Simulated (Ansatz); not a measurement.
C$_{2}$H$_{9}$GaOS at its PBE0-D4/def2-TZVP geometry, where that method's forces vanish. Charge 0, multiplicity 1. The bonds changed during the relaxation, so this is another structure than the one it started from.

| atom | x (Å) | y (Å) | z (Å) |
| --- | --- | --- | --- |
| C1 | -0.2653 | -0.4860 | 1.9224 |
| Ga2 | -0.2349 | 0.1985 | 0.0732 |
| C3 | 0.8716 | 1.6488 | -0.6579 |
| O4 | 0.6450 | -1.5716 | -0.9313 |
| S5 | -2.1703 | -0.2432 | -1.0536 |
| H6 | 0.7434 | -0.6969 | 2.2869 |
| H7 | -0.7043 | 0.2592 | 2.5904 |
| H8 | -0.8656 | -1.3947 | 2.0075 |
| H9 | 0.9527 | 1.5649 | -1.7433 |
| H10 | 1.8780 | 1.6282 | -0.2343 |
| H11 | 0.4272 | 2.6197 | -0.4262 |
| H12 | 0.7938 | -2.3080 | -0.3288 |
| H13 | -0.1868 | -1.7614 | -1.4007 |
| H14 | -1.8846 | 0.5425 | -2.1042 |

**Question.** For each bond, give half the difference of the two atoms' forces along it (eV/Å; positive pushes the atoms apart) under PBE-D4, r2SCAN-D4, B3LYP-D4, ωB97M-V in def2-TZVPP. (An estimate is asked.)

**Answer.** Computed: 
```
  bond  length (Å)  PBE-D4  r2SCAN-D4  B3LYP-D4  ωB97M-V
C1–Ga2       1.972   -0.03      -0.02      0.09     0.01
 C1–H6       1.093    0.11       0.00     -0.06    -0.04
 C1–H7       1.093    0.11      -0.01     -0.07    -0.05
 C1–H8       1.092    0.10       0.00     -0.06    -0.03
Ga2–C3       1.965   -0.03      -0.01      0.09     0.00
Ga2–O4       2.217    0.04      -0.03      0.08     0.02
Ga2–S5       2.283    0.11       0.01      0.13     0.00
 C3–H9       1.092    0.10       0.00     -0.07    -0.04
C3–H10       1.092    0.11      -0.01     -0.07    -0.05
C3–H11       1.093    0.11       0.00     -0.06    -0.04
O4–H12       0.963    0.36       0.05      0.01    -0.02
O4–H13       0.974    0.44       0.06      0.01    -0.08
S5–H14       1.343    0.25       0.01     -0.02    -0.08
```

B3LYP here is the variant with VWN-RPA as its local correlation; programs differ in this.
